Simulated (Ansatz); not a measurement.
`[SH][Ti]([Cl])([Cl])[Cl]` + NH₃ → `[NH2][Ti]([Cl])([Cl])[Cl]` + H₂S at 600 K and 1 bar (ligand exchange at a Ti–S bond).

Isolated molecules relaxed with PBE0-D4/def2-TZVP in Ansatz; ΔE leaves out vibrations. CBS: MP2 limit from def2 TZ/QZ plus the TZ coupled-cluster correction, frozen cores. This one scheme is used for every species. For Ti outer-core shells are correlated without core-valence functions, which leaves a few kJ/mol of doubt a bond. Scalar relativity is left out up to krypton. One conformer a species, not always the lowest.

```csv
species,CCSD(T)/CBS energy (Eh),H − E (kJ/mol),S (J/(mol·K))
`[SH][Ti]([Cl])([Cl])[Cl]`,-2626.86635,93.8,471.2
NH₃,-56.50880,112.4,219.5
`[NH2][Ti]([Cl])([Cl])[Cl]`,-2284.39597,136.6,476.6
H₂S,-398.97279,60.8,230.9
```

H − E and S are ideal-gas, rigid-rotor, harmonic terms from PBE0-D4/def2-TZVP, for one conformer and one mirror image of each species. 1 Eh = 2625.50 kJ/mol, R = 8.31446 J/(mol·K).

Task: By hand: ΔE, ΔH, ΔS and ΔG.

Result: ΔE = (-2284.39597) + (-398.97279) − (-2626.86635) − (-56.50880) = 0.00639 Eh = 16.8 kJ/mol. Δ(H − E) = 136.6 + 60.8 − 93.8 − 112.4 = -8.8, so ΔH = 8.0 kJ/mol. ΔS = 476.6 + 230.9 − 471.2 − 219.5 = 16.8 J/(mol·K). ΔG = 8.0 − 600 × (16.8)/1000 = -2.1 kJ/mol.

Task: By hand: the equilibrium constant, and the temperature at which ΔG would vanish if ΔH and ΔS stayed fixed.

Result: log₁₀ K = −ΔG/(RT ln 10) = 0.2. ΔG = 0 at ΔH/ΔS = 476 K, though so small a ΔH makes that figure unsure.

TΔS isn't small against ΔH here. The sign of ΔG lies within the doubt. A doubt of 5 kJ/mol in ΔE shifts log₁₀ K by 0.4 here. Other conformers and mirror images would add mixing entropy, several J/(mol·K) or more a flexible species. Modes under 60 cm⁻¹, often nearly free rotors, make the harmonic entropy too high. These are equilibria of isolated gas molecules and say nothing of rates. Largest T1 diagnostic: 0.026 (customary marks: 0.02 for closed shells, 0.045 for open ones).
